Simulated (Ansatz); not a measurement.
Consider the formal exchange of groups at a B–C bond: `CC1=CC(C)=[O+][B-](C)(C)O1` + `ClC1CCO1` → `CC1=CC(C)=[O+][B-](C)(Cl)O1` + `CC1CCO1`.

Computed with Ansatz on PBE0-D4/def2-TZVP structures; ΔE is electronic, products minus reactants. CCSD(T)/CBS adds triple-zeta CCSD(T) − MP2 to the extrapolated MP2 energy (def2 sets, frozen cores). DFT in def2-TZVPP.

CCSD(T)/CBS gives -28.5 kcal/mol.

**Question.** Another level gave -28.4 kcal/mol. Which?
A. HF/def2-TZVPP
B. BHLYP-D4/def2-TZVPP
C. CAM-B3LYP-D4/def2-TZVPP
D. RPA@PBE/def2-TZVPP

**Answer.** C. CAM-B3LYP-D4 -28.4, RPA@PBE/def2-TZVPP -26.6, HF/def2-TZVPP -31.7, BHLYP-D4 -29.7 kcal/mol.

Largest T1 diagnostic among the species: 0.016.

At CCSD(T), def2-SVP lies −2.5 kcal/mol from the extrapolated value and def2-TZVPP +0.4 kcal/mol. In def2-TZVPP, CCSD(T) changes the Hartree–Fock value by +3.7 kcal/mol (the triples alone add +0.7 kcal/mol) and MP2 by +3.0 kcal/mol.

CCSD(T)/CBS has its own doubt, a few kJ/mol and more with outer-core shells, so smaller differences from it don't rank the levels.
